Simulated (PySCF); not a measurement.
# TlAs at UHF

Level: UHF. basis Tl cc-pVDZ-PP with ECP60, As cc-pVDZ-PP with ECP10; scalar-relativistic core potentials; PySCF 2.14.

| Item | Value |
| --- | --- |
| state | ³Σ⁻ (triplet), unpaired electrons π ↑↑ |
| bond length | 2.868 Å |
| harmonic wavenumber | 146 cm⁻¹ |
| force constant | 0.686 mdyn/Å |
| rotational constant Be | 0.03734 cm⁻¹ |
| anharmonicity ωexe | 0.727 cm⁻¹ |
| vibration–rotation constant αe | 0.000159 cm⁻¹ |
| well depth De to Tl + As | 51 kJ/mol |
| dissociation energy D0 | 50 kJ/mol |
| bond order (Mayer) | 0.90 |
| dipole moment (positive dipole means Tl(−)As(+)) | -3.24 D |

These are scalar-relativistic numbers at best; spin–orbit coupling would shift them, the dissociation energy most. Hartree–Fock leaves out correlation, which carries a large part of most bond energies and some tenths to 1 eV of ionisation energies. The state was picked by a PBE0 search and need not be the measured ground state.
